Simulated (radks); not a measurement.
The numbers below are computed, except where a source is named.
Ionisation of the palladium ion Pd+, [Kr] 4d9, to [Kr] 4d8 as the strength of local exchange is varied. Level of theory: Dirac Kohn-Sham, Slater X-alpha exchange (alpha = 2/3 is LDA exchange), no correlation, spin-unpolarised, spherical densities, finite nucleus; open shells fill j = l - 1/2 first; Fermi nuclear charge, rms radius 4.5318 fm (a radial shooting solver on a logarithmic mesh with Libxc functionals).

alpha	E(Pd+) (hartree)	exchange (hartree)	IE (eV)	-e of the level emptied (eV)	<r> of it (bohr)
0.647	-5033.46998	-130.60114	19.069	13.016 (4d5/2)	1.493
0.667	-5037.50875	-134.74831	19.398	13.303 (4d5/2)	1.486
0.785	-5061.40468	-159.35026	21.415	15.076 (4d5/2)	1.443
0.931	-5091.12950	-190.10543	24.083	17.455 (4d5/2)	1.394
0.936	-5092.15058	-191.16485	24.178	17.540 (4d5/2)	1.393
1.027	-5110.77004	-210.51746	25.940	19.129 (4d5/2)	1.365

NIST Atomic Spectra Database: 19.4 +/- 0.12 eV (semi-empirical). The Delta-SCF value meets it near alpha = 0.67. Spin polarisation and multiplet splitting are left out, so open shells lie too high by an amount that depends on their filling.

Beside tabulated values, note that spin-unpolarised runs miss the spin-polarisation part of the exchange energy of open shells.
